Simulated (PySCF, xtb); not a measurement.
hexafluorobutadiene (C₄F₆), SMILES C(F)(F)=C(C(=C(F)F)F)F.

xtb with GFN2-xTB at its own geometry gives an orbital gap of 3.34 eV and a dipole moment of 0.00 D.

Geometry optimised at ωB97X-D3(BJ)/def2-SVP. The geometry has at least one imaginary mode, so it is a saddle point at that level. One conformer was computed; it need not be the lowest.

Problem. What does PBE/def2-SVP in PySCF give? (An estimate is asked for; the answer gives what the named calculation found.)

Solution. gap 3.86 eV (levels -5.48 and -1.62 eV), dipole 0.00 D.
